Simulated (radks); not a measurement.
I+, configuration [Kr] 4d10 5s2 5p4 (the NIST ground configuration). Calculated with a radial shooting solver on a logarithmic mesh with Libxc functionals: scalar-relativistic Kohn-Sham, PBEsol, spin-polarised, spherical densities, finite nucleus; open shells are filled with parallel spins first (spin-orbit coupling, left out, can overturn this in heavy ions); Fermi nuclear charge, rms radius 4.75 fm; hard spherical wall at 3.5 bohr.

Local quantities along the radius. ELF = 1/(1 + alpha^2) is the electron localisation function; alpha = (tau - tau_W)/tau_unif compares the Pauli kinetic energy density with that of the uniform gas (summed over spins). tau is taken from the large components.

```
   r/bohr * ELF (the largest magnitude, 0.999, reaches the edge; | marks zero)
 0.001232 |                                                      *
 0.001591 |                                                      *
 0.002072 |                                                      *
 0.002677 |                                                      *
 0.003485 |                                                      *
 0.004538 |                                                      *
 0.005862 |                                                      *
 0.007633 |                                                      *
  0.00986 |                                                      *
  0.01284 |                                                     *
  0.01672 |                                                    *
   0.0216 |                                              *
  0.02812 |                               *
  0.03633 |                  *
   0.0473 |                   *
  0.06159 |                                *
  0.07956 |                                        *
   0.1036 |                                    *
   0.1338 |                     *
   0.1743 |                   *
   0.2269 |                                   *
   0.2931 |                                         *
   0.3817 |                        *
    0.493 |          *
    0.642 |                                   *
   0.8359 |                                        *
     1.08 |                          *
    1.406 |                *
    1.816 |                                  *
    2.365 |                                            *
    3.079 |                       *
```

On this mesh the ELF has minima near r = 0.042, 0.15, 0.49, 1.4 bohr, which separate the shells, and maxima near 0.080 (0.75), 0.29 (0.76), 0.73 (0.76), 2.4 (0.82).
